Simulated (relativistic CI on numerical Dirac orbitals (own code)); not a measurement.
## Crystal-field levels of Pm3+, 4f4

Calculated by Dirac-Coulomb-Breit CI, separate exchange-only KLI orbitals for each configuration, model QED (radiative potential, 1s self-energy scaled to tabulated hydrogen-like ionisation energies), valence Slater integrals scaled by 0.7, one configuration in a parametric crystal field (own radial code).

Field parameters in Wybourne normalisation; cubic f-shell fields have B⁴₄ = √(5/14) B⁴₀ and B⁶₄ = −√(7/2) B⁶₀. The field is a parameter set, without covalency.

S and J are read from ⟨S²⟩ = S(S + 1) and ⟨J²⟩ = J(J + 1) of each level; they are not fictitious spins.

D3h, B20 = 640, B40 = -450, B60 = -350, B66 = 530 cm⁻¹, the lowest 16 levels:

| E (cm⁻¹) | Degeneracy | S | J |
| --- | --- | --- | --- |
| 0.0 | 2 | 1.97 | 4.01 |
| 11.9 | 2 | 1.97 | 4.01 |
| 29.2 | 1 | 1.97 | 4.00 |
| 55.2 | 1 | 1.97 | 4.02 |
| 145 | 2 | 1.97 | 4.00 |
| 227 | 1 | 1.97 | 4.00 |
| 1492 | 1 | 1.98 | 5.00 |
| 1507 | 2 | 1.98 | 5.00 |
| 1544 | 2 | 1.98 | 5.00 |
| 1582 | 1 | 1.98 | 4.99 |
| 1598 | 1 | 1.98 | 5.01 |
| 1605 | 2 | 1.98 | 5.00 |
| 1628 | 2 | 1.98 | 5.00 |
| 3083 | 1 | 1.99 | 6.00 |
| 3094 | 2 | 1.99 | 6.00 |
| 3124 | 2 | 1.99 | 6.00 |

C2v, B20 = 450, B22 = 70, B40 = 40, B42 = 140, B44 = 540, B60 = -610, B62 = 400, B64 = -430, B66 = -290 cm⁻¹, the lowest 10 levels:

```tsv
E (cm⁻¹)	Degeneracy	S	J
0.0	1	1.97	4.00
78.7	1	1.97	4.01
157	1	1.97	4.03
164	1	1.97	4.01
194	1	1.97	4.01
207	1	1.97	4.01
242	1	1.97	4.01
256	1	1.97	4.01
319	1	1.97	4.01
1601	1	1.98	5.01
```

D3h, B20 = 630, B40 = -240, B60 = -860, B66 = -290 cm⁻¹, the lowest 10 levels:

```json
{"E (cm⁻¹)": "0.0", "Degeneracy": "2", "S": "1.97", "J": "4.00"}
{"E (cm⁻¹)": "47.5", "Degeneracy": "2", "S": "1.97", "J": "4.01"}
{"E (cm⁻¹)": "124", "Degeneracy": "1", "S": "1.97", "J": "4.00"}
{"E (cm⁻¹)": "136", "Degeneracy": "1", "S": "1.97", "J": "4.03"}
{"E (cm⁻¹)": "155", "Degeneracy": "2", "S": "1.97", "J": "4.01"}
{"E (cm⁻¹)": "242", "Degeneracy": "1", "S": "1.97", "J": "4.01"}
{"E (cm⁻¹)": "1520", "Degeneracy": "1", "S": "1.98", "J": "5.00"}
{"E (cm⁻¹)": "1550", "Degeneracy": "2", "S": "1.98", "J": "5.00"}
{"E (cm⁻¹)": "1588", "Degeneracy": "2", "S": "1.98", "J": "5.00"}
{"E (cm⁻¹)": "1607", "Degeneracy": "2", "S": "1.98", "J": "5.01"}
```

Oh, B40 = 1520, B60 = 370 cm⁻¹, the lowest 10 levels:

```csv
E (cm⁻¹),Degeneracy,Irrep,S,J
0.0,3,T2,1.97,4.00
147,1,A1,1.97,4.01
204,3,T1,1.97,4.02
266,2,E,1.97,4.02
1612,3,T1,1.98,4.99
1630,2,E,1.98,4.99
1634,3,T2,1.98,5.01
1718,3,T1,1.98,5.01
3187,1,A1,1.99,6.00
3202,3,T1,1.99,5.99
```

D3h, B20 = 210, B40 = -710, B60 = 280, B66 = 320 cm⁻¹, the lowest 10 levels:

```json
{"E (cm⁻¹)": "0.0", "Degeneracy": "1", "S": "1.97", "J": "4.00"}
{"E (cm⁻¹)": "46.2", "Degeneracy": "2", "S": "1.97", "J": "4.00"}
{"E (cm⁻¹)": "63.6", "Degeneracy": "2", "S": "1.97", "J": "4.00"}
{"E (cm⁻¹)": "69.7", "Degeneracy": "1", "S": "1.97", "J": "4.00"}
{"E (cm⁻¹)": "146", "Degeneracy": "2", "S": "1.97", "J": "4.00"}
{"E (cm⁻¹)": "157", "Degeneracy": "1", "S": "1.97", "J": "4.00"}
{"E (cm⁻¹)": "1545", "Degeneracy": "1", "S": "1.98", "J": "5.00"}
{"E (cm⁻¹)": "1548", "Degeneracy": "2", "S": "1.98", "J": "5.00"}
{"E (cm⁻¹)": "1559", "Degeneracy": "2", "S": "1.98", "J": "5.00"}
{"E (cm⁻¹)": "1575", "Degeneracy": "1", "S": "1.98", "J": "5.00"}
```

The next free-ion level lies 1490 cm⁻¹ above the lowest; the field splits the ground level into components whose J stays near 4 as long as their spread is small against that gap.

Levels of this model without a field, named by their leading LS term (the scale mimics covalency, so terms lie below those of the real free ion): 5I_4 0, 5I_5 1490, 5I_6 3080, 5I_7 4717, 5I_8 6367, 5F_1 11517, 5F_2 11897, 5F_3 12778 cm⁻¹.
